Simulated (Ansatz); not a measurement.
Born–Oppenheimer molecular dynamics of C3H8SSi (13 atoms, charge 0, multiplicity 1). It starts from a relaxed structure.

The calculation used RKS PBE0-D4/STO-3G in Ansatz 0.2.0.

| Item | Value |
| --- | --- |
| ensemble | NVT, Nosé–Hoover chain |
| time step | 0.5 fs |
| steps asked | 266 |
| set temperature | 300 K |
| thermostat | time constant 100 fs, chain length 3 (defaults) |
| seed | 926137 |

First frame:

```xyz
13
Properties=species:S:1:pos:R:3
C -1.369 -0.771 -0.688
Si -0.162 0.063 0.474
C 1.518 -0.747 0.331
C -0.021 1.881 0.024
S -0.469 3.145 0.917
H -2.366 -0.327 -0.611
H -1.460 -1.837 -0.458
H -1.043 -0.682 -1.729
H -0.644 -0.050 1.831
H 1.918 -0.653 -0.683
H 1.459 -1.814 0.568
H 2.239 -0.293 1.018
H 0.420 2.051 -0.979
```

How far do the bonds stretch over the last three quarters of this one trajectory? (Pairs bonded in most of those frames.)


```tsv
bond	mean (Å)	spread (Å)	shortest	longest
C1–Si2	1.879	0.018	1.85	1.91
C1–H6	1.095	0.020	1.06	1.13
C1–H7	1.097	0.027	1.06	1.14
C1–H8	1.095	0.002	1.09	1.10
Si2–C3	1.873	0.031	1.82	1.92
Si2–C4	1.879	0.039	1.80	1.95
Si2–H9	1.449	0.024	1.41	1.49
C3–H10	1.095	0.011	1.08	1.11
C3–H11	1.095	0.006	1.08	1.11
C3–H12	1.095	0.005	1.08	1.10
C4–S5	1.612	0.016	1.58	1.64
C4–H13	1.112	0.034	1.06	1.16
```

Mean temperature of the second half: 179 K. The conserved energy stayed within 0.24 meV per atom of its start (net change 0.24 meV per atom), so the integration is sound. The mean temperature of the second half is 40 % below the set value. A run of 0.13 ps of so small a system gives no equilibrium averages. Limits of this set-up: minimal basis.

Time of the run: 9.3 min on 1 thread of Arm Neoverse V1, on a shared host, peak memory 0.096 GiB.
